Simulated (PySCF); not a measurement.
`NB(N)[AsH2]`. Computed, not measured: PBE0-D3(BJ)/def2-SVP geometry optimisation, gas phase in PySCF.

```
atom  x, y, z in Å
N1    -0.5802    1.1889    0.2306
B2    -0.1771   -0.1244   -0.0834
N3    -1.0910   -1.1786   -0.2892
As4    1.8308   -0.6126   -0.2765
H5    -1.5471    1.4759    0.3168
H6     0.0812    1.9316    0.3972
H7    -2.0948   -1.0813   -0.2042
H8    -0.7954   -2.1064   -0.5539
H9     2.1596   -0.2927    1.1792
H10    2.2642    0.7766   -0.7360
```

Task: Work out the bond lengths N1–B2, N1–H5, B2–As4, N3–H7, N3–H8, As4–H9, As4–H10 in Å.

Result: For N1–B2 the difference vector is (0.4031, -1.3133, -0.3140) Å, of length 1.4092 Å. N1–B2 1.409; N1–H5 1.012; B2–As4 2.075; N3–H7 1.012; N3–H8 1.009; As4–H9 1.526; As4–H10 1.526 Å.

Task: Where is the centre of mass (commonest isotopes), and what is the radius of gyration?

Result: Mass 119.984 u; centre at (0.932, -0.387, -0.184) Å; Rg = √(Σ m r²/M) = 1.455 Å. As Ia + Ib + Ic = 2 Σ m r², the three principal moments sum to 507.9 u·Å².

Task: How far are the heavy atoms from their best plane (unweighted least squares)?

Result: 0.001 Å rms; none is more than 0.001 Å off.

Task: What are the angles B2–N1–H6, N1–B2–As4, N1–B2–N3, B2–N3–H8, B2–As4–H9?

Result: From the scalar product of the two bond vectors; for B2–N1–H6 it is -0.7611 Å² over 1.4092 × 1.0084 Å², cos θ = -0.5356. B2–N1–H6 122.4°; N1–B2–As4 121.1°; N1–B2–N3 122.9°; B2–N3–H8 122.4°; B2–As4–H9 94.0°.

Task: What is the repulsion energy of the bare nuclei, Σ ZA·ZB/RAB?

Result: 236.23 Eh over 45 pairs, with full nuclear charges and distances in bohr; the largest single term is 42.07 Eh (B2 with As4).

PBE0-D3(BJ)/def2-SVP frequencies: not computed here. The numbers are those of one conformer.

Time: 31 s; peak memory 0.42 GiB. Hardware: one thread, Arm Neoverse V2 (aarch64) (shared host). These figures are those of the optimisation.
